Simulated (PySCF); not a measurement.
## Cadmium: a sound run and one with changed settings

Sound run: Cd [Kr] 4d10 5s2, Cd⁺ [Kr] 4d10 5s1. All numbers are calculated (PySCF 2.14, a scalar-relativistic core potential, in cc-pVTZ-PP with ECP28MDF). The sound run starts from symmetry-adapted Hartree-Fock orbitals and uses a fine grid where one is needed.

A second run was set up differently.

```json
{"species": "Cd", "method": "UHF", "sound run (hartree)": "-166.83876", "changed run (hartree)": "-166.83876", "converged": "yes"}
{"species": "Cd", "method": "BP86", "sound run (hartree)": "-167.85139", "changed run (hartree)": "-169.37328", "converged": "yes"}
{"species": "Cd", "method": "PBE0", "sound run (hartree)": "-167.72940", "changed run (hartree)": "-168.59840", "converged": "yes"}
{"species": "Cd⁺", "method": "UHF", "sound run (hartree)": "-166.56836", "changed run (hartree)": "-166.56836", "converged": "yes"}
{"species": "Cd⁺", "method": "BP86", "sound run (hartree)": "-167.50976", "changed run (hartree)": "-169.04705", "converged": "yes"}
{"species": "Cd⁺", "method": "PBE0", "sound run (hartree)": "-167.40490", "changed run (hartree)": "-168.28238", "converged": "yes"}
```

Ionisation energy of Cd:

```json
{"method": "UHF", "sound run (eV)": "7.358", "changed run (eV)": "7.358"}
{"method": "BP86", "sound run (eV)": "9.296", "changed run (eV)": "8.877"}
{"method": "PBE0", "sound run (eV)": "8.830", "changed run (eV)": "8.599"}
```

(1) What was changed?
A. minimal basis
B. all electrons correlated in a valence basis
C. angular grid far too coarse
D. level shift left on

Answers

(1) C. It used 14 angular points. A coarse angular grid integrates products of high-l functions wrongly, so density functionals can shift, and the SCF can exploit the error; Hartree-Fock and MP2 need no grid.
